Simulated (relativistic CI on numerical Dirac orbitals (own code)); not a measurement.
# What each ingredient does to the levels of I¹⁷⁺

Base calculation: Dirac-Coulomb-Breit CI, KLI orbitals optimised for each configuration, model QED (radiative potential, 1s self-energy scaled to tabulated hydrogen-like ionisation energies), unscaled Slater integrals.

Configuration list (outside the closed core [Ar] 3d10): 4s²4p⁶, 4s²4p⁵4d, 4s4p⁶4d, 4s²4p⁵4f, 4s4p⁶4f, 4s²4p⁵5s, 4s²4p⁵5p, 4s4p⁶5s, 4s²4p⁵5d, 4p⁶4d4f, 4s4p⁶5p, 4s²4p⁵5f, 4s²4p⁵6s, 4s²4p⁵5g, 4s4p⁶5d, 4s²4p⁵6p, 4s²4p⁵6d, 4s4p⁶5f, 4s²4p⁵6f, 4p⁶4f5s, 4s4p⁶6s, 4p⁶4d², 4p⁵4d³, 4p⁵4d²4f, 4p⁵4d²5s, 4p⁵4d²5p, 4p⁶4f², 4p⁵4d4f², 4p⁵4f³, 4p⁵4f²5s, 4p⁵4f²5p, 4p⁶4d5s, 4p⁵4d4f5s, 4p⁵4d5s², 4p⁵4d5s5p. Double excitations out of closed p, d and f shells are left out; levels of such configurations are missing from the list, as are those of other unlisted configurations, and high levels can miss mixing partners. These lack a partner that the ground configuration has and come out too high: 4s²4p⁵5d, 4s²4p⁵5f, 4s²4p⁵6s, 4s²4p⁵5g, 4s²4p⁵6p.

Variants: (1) valence Slater integrals scaled by 0.9; (2) QED terms removed. Shifts of the energy above 4s²4p⁶ ¹S0, in cm⁻¹, for the lowest level and the first level of each name with at least 55 % of one term (blank where a level changes its place among those of its configuration and J or its character, or is not in the variant):

| Level | Base | Δ(1) | Δ(2) |
| --- | --- | --- | --- |
| 4s²4p⁶ ¹S0 | 0 | 0 | 0 |
| 4s²4p⁵4d ³P°0 | 612263 | +4487 | +228 |
| 4s²4p⁵4d ³P°1 | 624344 | +3840 | +213 |
| 4s²4p⁵4d ³F°3 | 645110 | +1688 | +225 |
| 4s²4p⁵4d ³F°4 | 649862 | +2969 | +172 |
| 4s²4p⁵4d ³D°3 | 690030 | -1335 | +170 |
| 4s²4p⁵4d ³D°1 | 726471 | -1824 | +128 |
| 4s²4p⁵4d ³F°2 | 751246 | +1451 | +50 |
| 4s²4p⁵4d ¹P°1 | 907447 | -17801 | +96 |
| 4s4p⁶4d ³D1 | 1191012 | +5901 | +2028 |
| 4s4p⁶4d ³D2 | 1199218 | +5552 | +2027 |
| 4s4p⁶4d ³D3 | 1214616 | +5428 | +1999 |
| 4s4p⁶4d ¹D2 | 1280836 | -3198 | +2175 |
| 4s²4p⁵4f ³G5 | 1438207 | +1697 | +141 |
| 4s²4p⁵4f ³G4 | 1446217 | +847 | +153 |
| 4s²4p⁵4f ³D1 | 1446786 | -1223 | +348 |
| 4s²4p⁵4f ³D2 | 1453529 | -1403 | +312 |
| 4s²4p⁵4f ³F4 | 1470183 | -1459 | +140 |
| 4s²4p⁵4f ³G3 | 1558211 | +255 | -26 |
| 4s²4p⁵5s ³P°2 | 1661899 | +734 | -739 |
| 4s²4p⁵5s ¹P°1 | 1670721 | -196 | -735 |
| 4s²4p⁵5s ³P°0 | 1773583 | +861 | -925 |

At this charge energies of transitions that change n are usually good to better than 1 %, and those within a shell (Δn = 0) to a few per cent.

Ionisation energy from the two ground configurations alone: base 504.444 eV. The NIST ASD value (theoretical) is 505 eV.

LS names give the leading component of a level, which can be under half, so a name can repeat, a term be missing and a line seem to break the LS rules.
